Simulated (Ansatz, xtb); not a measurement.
# H3InPSi: which of two structures lies lower

Structure X: a doublet given by its coordinates. Structure Y: `[SiH3][P][In]`, a doublet. Both are isolated molecules in the gas phase, relaxed with BLYP-D3(BJ)/def2-SVP.

X (Å):

```yaml
atoms:
  - { symbol: In, position_ang: [-0.7675, 2.2674, -1.2638] }
  - { symbol: P, position_ang: [0.6095, 0.7445, 0.8355] }
  - { symbol: Si, position_ang: [-1.4424, -0.0793, 0.7424] }
  - { symbol: H, position_ang: [-2.3786, 0.0495, 1.9134] }
  - { symbol: H, position_ang: [-1.5398, -1.4416, 0.1147] }
  - { symbol: H, position_ang: [0.1944, 1.8000, 1.7352] }
```

Close contacts (Å): In1–P2 2.94, In1–Si3 3.16, P2–Si3 2.21, P2–H6 1.45, Si3–H4 1.50, Si3–H5 1.50.

Y (Å):

```
atom    x (Å)    y (Å)    z (Å)
  In   0.1903  -1.5685   0.3810
   P  -0.9718   0.6083   1.5786
  Si  -2.7578   0.1217   0.2840
   H  -3.0853   1.2586  -0.6461
   H  -2.5681  -1.0967  -0.6162
   H  -3.9718  -0.1838   1.1192
```

Task: Which of the two would you expect CCSD(T)/def2-SVP electronic energies to favour?

Result: Structure Y; the calculation gives E(Y) − E(X) = −17.2 kJ/mol.

How the difference moves with the method:

| level | geometry | E(Y) − E(X) (kJ/mol) | departure from the last row (kJ/mol) | job, with rough time for the two |
| --- | --- | --- | --- | --- |
| GFN2-xTB | GFN2-xTB | −12.1 | +5.0 | optimisation, 0.44 s |
| HF/STO-3G | GFN2-xTB | −77.6 | −60.5 | single point, 12 s |
| r2SCAN-D4/def2-SVP | GFN2-xTB | −8.7 | +8.5 | single point, 12 s |
| BLYP-D3(BJ)/def2-SVP | BLYP-D3(BJ)/def2-SVP | −1.3 | +15.9 | optimisation, 2.3 min |
| HF/def2-SVP | BLYP-D3(BJ)/def2-SVP | −51.5 | −34.3 | part of the CCSD(T) run |
| MP2/def2-SVP | BLYP-D3(BJ)/def2-SVP | −16.5 | +0.7 | part of the CCSD(T) run |
| CCSD(T)/def2-SVP | BLYP-D3(BJ)/def2-SVP | −17.2 |  | single point, 34 s |

BLYP-D3(BJ)/def2-SVP finds them nearly level. The largest departure from CCSD(T)/def2-SVP is that of HF/STO-3G, 60.5 kJ/mol. MP2 in a larger basis moves the difference by +3.2 kJ/mol, a step that isn't added because spin contamination makes open-shell MP2 unreliable in this search.

With harmonic frequencies from BLYP-D3(BJ)/def2-SVP (ideal gas, rigid rotor, one conformer each, 298.15 K, 1 atm): the zero-point term adds +2.1 kJ/mol; ΔH is −15.5 and ΔG −16.1 kJ/mol.

Open shells are spin-unrestricted, with notable spin contamination under HF/STO-3G. The correlated steps freeze 14 core orbitals; the filled d shell of In is correlated, in a basis made for valence electrons. Atoms past krypton carry core potentials in the def2 sets, other sets are all-electron and non-relativistic, and no spin–orbit term is included. Mirror images aren't counted in ΔG. Codes used: Ansatz 0.2.0, xtb 6.7.1; the last row on 1 thread of Arm Neoverse V1 on a shared host.
